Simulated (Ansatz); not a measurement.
`FCC(F)(CF)CF`. Total charge 0; spin multiplicity 1.

```xyz
14

F     0.010    0.783    2.237
C     0.338   -0.239    1.376
C    -0.369   -0.049    0.052
F    -1.736   -0.167    0.263
C    -0.173    1.351   -0.513
F     1.170    1.588   -0.719
C     0.063   -1.088   -0.958
F     0.084   -2.347   -0.400
H     0.029   -1.185    1.824
H     1.420   -0.234    1.226
H    -0.559    2.084    0.197
H    -0.697    1.449   -1.468
H    -0.646   -1.091   -1.791
H     1.065   -0.854   -1.326
```

**Question.** Give the diagnostics of a CCSD(T)/def2-TZVPP run (frozen core, Ansatz 0.2.0). (An estimate is asked.)

**Answer.** Computed: T1 = 0.0112, largest single amplitude 0.012, largest double 0.010, (T) share of the correlation energy 3.3 %, 9 CCSD cycles. The RHF solution is stable towards an unrestricted one. T1 lies under the customary mark of 0.02 for closed shells.
